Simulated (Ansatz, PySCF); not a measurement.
2-silylpropan-2-ol (C₃H₁₀OSi), SMILES CC(C)(O)[SiH3]. Atoms are numbered in the order given.

```xyz
15

C     -0.8236    -0.4928     1.4166
C     -0.3788     0.1036     0.0771
C     -0.5160     1.6296     0.0823
O     -1.1469    -0.4585    -0.9941
Si     1.4139    -0.4259    -0.3519
H     -1.8735    -0.2137     1.6252
H     -0.2114    -0.1234     2.2547
H     -0.7649    -1.5916     1.3968
H      0.1107     2.0962     0.8590
H     -1.5649     1.9147     0.2878
H     -0.2372     2.0528    -0.8946
H     -2.0770    -0.2304    -0.8464
H      1.5083    -1.9124    -0.3882
H      2.3504     0.0926     0.6916
H      1.8061     0.1381    -1.6741
```
Charge 0, spin multiplicity 1.

Geometry: B3LYP-D3(BJ)/def2-SVP. Other conformers were not sampled.

Two levels are set side by side: PBE-D3(BJ)/def2-SVP (Ansatz, a first-principles code) and B3LYP-D3(BJ)/def2-SVP (Ansatz). Each level has its own optimised geometry; the coordinates shown are those of the second. Frequencies come from the Hessian of PySCF at each geometry. Differences are taken from unrounded values.

| quantity | B3LYP-D3(BJ) |
|---|---|
| mean bond length (Å) | 1.320 |
| bond C1–C2 (Å) | 1.532 |
| bond C2–C3 (Å) | 1.532 |
| bond C2–O4 (Å) | 1.433 |
| bond C2–Si5 (Å) | 1.918 |
| bond C1–H6 (Å) | 1.106 |
| bond C1–H7 (Å) | 1.102 |
| bond C1–H8 (Å) | 1.101 |
| bond C3–H9 (Å) | 1.102 |
| bond C3–H10 (Å) | 1.106 |
| bond C3–H11 (Å) | 1.101 |
| bond O4–H12 (Å) | 0.969 |
| bond Si5–H13 (Å) | 1.490 |
| bond Si5–H14 (Å) | 1.495 |
| bond Si5–H15 (Å) | 1.490 |
| highest harmonic wavenumber (cm⁻¹) | 3753 |
| mean harmonic wavenumber (cm⁻¹) | 1368 |
| zero-point energy (kcal/mol) | 76.28 |

Problem. What does PBE-D3(BJ) give, and how far is it from B3LYP-D3(BJ)? (Estimate from the structure and the level; the computed values follow.)

Solution. 
```
quantity                            PBE-D3(BJ)  PBE-D3(BJ) minus B3LYP-D3(BJ)
----------------------------------  ----------  -----------------------------
mean bond length (Å)                     1.328                          0.008
bond C1–C2 (Å)                           1.535                          0.002
bond C2–C3 (Å)                           1.535                          0.002
bond C2–O4 (Å)                           1.437                          0.004
bond C2–Si5 (Å)                          1.927                          0.009
bond C1–H6 (Å)                           1.114                          0.008
bond C1–H7 (Å)                           1.109                          0.008
bond C1–H8 (Å)                           1.108                          0.008
bond C3–H9 (Å)                           1.109                          0.008
bond C3–H10 (Å)                          1.114                          0.008
bond C3–H11 (Å)                          1.108                          0.008
bond O4–H12 (Å)                          0.978                          0.009
bond Si5–H13 (Å)                         1.503                          0.013
bond Si5–H14 (Å)                         1.508                          0.013
bond Si5–H15 (Å)                         1.503                          0.013
highest harmonic wavenumber (cm⁻¹)        3631                           -122
mean harmonic wavenumber (cm⁻¹)           1329                            -40
zero-point energy (kcal/mol)             74.07                          -2.21
```

Exact exchange shortens and stiffens bonds; PBE has none. Differences between two approximate levels are no errors against the true value.
